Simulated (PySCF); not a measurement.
AsH3, SMILES [AsH3].

Coordinates come from a B3LYP-D3(BJ)/def2-TZVPD optimisation.

Two levels are set side by side: PBE/def2-TZVPD (PySCF) and HF/def2-TZVPD (PySCF). Same geometry, gas phase. Differences are taken from unrounded values.

| quantity | HF |
|---|---|
| orbital gap (eV) | 12.44 |
| highest occupied level (eV) | -10.37 |
| lowest empty level (eV) | 2.07 |
| dipole moment (D) | 0.34 |
| mean polarisability (bohr³) | 34.6 |

Problem. What does PBE give, and how far is it from HF? (Estimate from the structure and the level; the computed values follow.)

Solution. 
```json
[
 {"quantity": "orbital gap (eV)", "PBE": "6.26", "PBE minus HF": "-6.19"},
 {"quantity": "highest occupied level (eV)", "PBE": "-6.72", "PBE minus HF": "3.65"},
 {"quantity": "lowest empty level (eV)", "PBE": "-0.46", "PBE minus HF": "-2.53"},
 {"quantity": "dipole moment (D)", "PBE": "0.28", "PBE minus HF": "-0.06"},
 {"quantity": "mean polarisability (bohr³)", "PBE": "36.4", "PBE minus HF": "1.7"}
]
```

PBE's occupied levels lie high since its potential decays too fast outside the molecule; exact exchange lowers them and widens the gap. PBE's more diffuse valence density responds more strongly to a field. Differences between two approximate levels are no errors against the true value.

Rough cost on one machine, each run with all the roots and properties that it gave: HF against PBE about 1/5.
